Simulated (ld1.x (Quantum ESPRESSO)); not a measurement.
**Ga, PAW: configuration errors across variants**

| Property | Result |
| --- | --- |
| Element | Ga (Z = 31) |
| Generator | ld1.x (Quantum ESPRESSO) 7.5 |
| Type | PAW |
| Functional | LDA (PZ) |
| Relativity | fully relativistic |
| Frozen core | [Ne] 3s2 |
| Valence charge | 19 |
| Reference configuration | 3p6 3d10 4s2 4p1 |
| Partial waves | 4s (bound): rcut 1.35, rcutus 1.80 bohr; 4s channel at -0.15 Ry: rcut 1.35, rcutus 1.80 bohr; 3p (bound): rcut 0.95, rcutus 1.00 bohr; 4p (bound): rcut 0.95, rcutus 1.00 bohr; 3d (bound): rcut 0.95, rcutus 1.15 bohr; 3d channel at 1.4 Ry: rcut 0.95, rcutus 1.15 bohr |
| Local potential | all-electron potential smoothed inside 1.75 bohr (lloc = -1) |
| Core correction | Bessel-smoothed model core inside 0.65 bohr |
| Augmentation charge | GAUSS, radius 0.75 bohr |

Open shells are filled in proportion to 2j + 1 (rel_dist='average').

All-electron excitation energies from the reference (eV): (1) 3p6 3d10 4s2 4p0 5.890; (2) 3p6 3d10 4s1 4p0 27.393; (3) 3p6 3d10 4s0 4p0 58.993; (4) 3p6 3d9 4s2 4p1 27.965; (5) 3p6 3d10 4s1 4p1 13.338; (6) 3p6 3d10 4s0 4p3 13.540; (7) 3p6 3d9 4s2 4p2 20.399.

Errors AE − PS in meV (a dash: test not solved or not reliable):

```csv
change,(1),(2),(3),(4),(5),(6),(7),bound ghosts
base,0.0,+1.2,+7.5,-4.1,+1.3,+5.6,-8.8,not determined
local potential all-electron potential smoothed inside 0.76 bohr (lloc = -1),+0.4,+5.4,+44,-7.3,+6.8,+37,-14,not determined
local potential all-electron potential smoothed inside 0.90 bohr (lloc = -1),+2.8,+59,+758,+208,+132,+370,+278,not determined
local potential all-electron potential smoothed inside 1.06 bohr (lloc = -1),+0.2,+2.8,+25,-23,+3.4,+19,-26,not determined
local potential all-electron potential smoothed inside 1.28 bohr (lloc = -1),0.0,+3.6,+18,–,–,–,–,not determined
local potential all-electron potential smoothed inside 1.70 bohr (lloc = -1),0.0,+1.3,+8.2,-2.6,+1.5,+6.1,-7.6,not determined
local potential all-electron potential smoothed inside 1.82 bohr (lloc = -1),-0.1,+1.1,+6.8,-5.6,+1.3,+5.1,-10.0,not determined
local potential all-electron potential smoothed inside 2.10 bohr (lloc = -1),-0.1,+0.5,+3.7,-15,+0.7,+3.0,-19,not determined
```

(1) Give the same row for: local potential all-electron potential smoothed inside 1.54 bohr (lloc = -1).

Answers

(1) 0.0, +1.8, +11, +4.6, +2.0, +8.3, -1.7; bound ghosts: not determined.
